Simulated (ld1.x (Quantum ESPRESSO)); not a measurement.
**Before and after: TM potential for Te (Z = 52)**

| Quantity | Value |
| --- | --- |
| Element | tellurium (Te) |
| Generator | ld1.x (Quantum ESPRESSO) 7.5 |
| Type | norm-conserving Troullier–Martins (Kleinman–Bylander form) |
| Functional | LDA (PZ) |
| Relativity | scalar-relativistic |
| Frozen core | [Kr] 4d10 |
| Valence charge | 6 |
| Reference configuration | 5s1 5p5 |
| Partial waves | 5p (bound): rc 2.20 bohr; 5s (bound): rc 1.70 bohr |
| Local potential | the s channel |
| Core correction | a·sin(br)/r model core, default radius (core density twice the valence density) |

Change: reference 5s2 5p3.

Cutoffs: the cutoffs (Ry, on a coarse ladder) from which the occupation-weighted sum of valence levels, in a spherical-Bessel basis at the reference potential, stays within 10 and 1 mRy of its value at 400 Ry; they do not see the model core or the augmentation charge, which bear on the density cutoff. Errors are all-electron minus pseudo energies relative to the spin-unpolarised reference configuration.

Problem. What does the change do?

Solution. The potential gets harder (25 Ry and 45 Ry → 30 Ry and 55 Ry); a bound ghost appears in d, which as a rule spoils a file.

| quantity | base | changed |
| --- | --- | --- |
| cutoff, loose | 25 Ry | 30 Ry |
| cutoff, tight | 45 Ry | 55 Ry |
| bound ghosts | none | d |
| largest error over its own tests, meV | -146 | -157 |
| s: phases at 2.41 bohr within 0.05 rad from the reference energy up to (Ry; the scan ends near 5) | 2.6 | 2.0 |
| p: phases at 2.41 bohr within 0.05 rad from the reference energy up to (Ry; the scan ends near 5) | 4.1 | 3.5 |

 A true bound ghost makes a file unfit for plane-wave use even where its test errors are small: the radial tests pick states by their node count and pass the ghost by.
